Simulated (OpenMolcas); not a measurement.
**Levels of Sn III by method**

```
Program             : OpenMolcas
Basis               : ANO-RCC-VQZP [8s7p5d3f2g]
Scalar Hamiltonian  : DKH2, point nucleus
Active space        : 2 electrons in 9 orbitals (RAS2 5s 5p; RAS3 5d, at most 2 electrons)
State averaging     : 2S+1 = 3 even, 3 roots; 2S+1 = 1 even, 7 roots; 2S+1 = 3 odd, 3 roots; 2S+1 = 1 odd, 3 roots
Spin-orbit coupling : RASSI with atomic mean-field integrals over the reference wave functions, term energies averaged over their components
```

Methods on the same reference wave functions:
A. RASSCF
B. SS-RASPT2, IPEA 0.25 Eh, imaginary shift 0.1 Eh (closed shells correlated: 4d)
C. MS-RASPT2, IPEA 0.25 Eh, imaginary shift 0.1 Eh (closed shells correlated: 4d)

Energies in cm-1 above 5s2 1S0, the measured ground level; measured values from Moore, Atomic Energy Levels, vol. III, NSRDS-NBS 35 (1971 reprint of NBS Circular 467, 1958).

```csv
Level,A,B,C,Measured
5s2 1S0,0.0,0.0,0.0,0.0
5s 5p 3P* 0,47822,53920,54510,53548
5s 5p 3P* 1,49223,55280,55880,55196
5s 5p 3P* 2,52402,58500,59100,59229
5s 5p 1P* 1,79523,78590,79190,79911
5p2 1D2,119124,128080,128680,128205
5p2 3P0,122365,128000,128600,127308
```

Deviations, from unrounded energies. A percentage is the sum of absolute deviations over the sum of measured energies, with the sign that they share, or ± where signs differ.

```json
{"Against measurement": "mean absolute deviation (cm-1)", "Levels": "6", "A": "5500", "B": "550", "C": "710"}
{"Against measurement": "other configurations (%)", "Levels": "6", "A": "-6.5", "B": "±0.7", "C": "±0.8"}
```

B lies closest to measurement on these levels and A furthest from it. The largest miss of B in the table is 5s 5p 1P* 1, by -1300 cm-1. The ranking rests on the paired levels alone, and a cruder setting can come out closer through cancelling errors.

Between B and C the level of the table that moves most is 5p2 3P0, by 600 cm-1 (lowest in B, highest in C). Moves below CASPT2's spread within the term are not significant.

The lowest spin-free term lies below A's lowest term by 0.437 hartree in B, 0.439 hartree in C.

Term energies are means over components that CASPT2 splits; among the terms shown or strongly mixed into the levels shown the widest spread is 37 cm-1 (5p2 1D, C). Configurations are named by rounded mean occupations; where the s occupation lies near a half they are strongly mixed, a name can repeat and a true partner stay unpaired. Some terms take much of their weight from 5d, a shell meant for correlation, so their names are nominal. Some terms mix strongly with configurations of 5d, whose occupation reaches 0.38 (5p2 1D). Measured partners are found by configuration, term and J. A level has none where our copy of the source lacks it or the pairing is in doubt (some pairs that miss far off the trend of their configuration count as doubtful), and it then counts in no deviation. Levels of configurations outside the active space are missing. Levels that lie high or do not pair safely by name in every column are left out.

* marks odd parity.
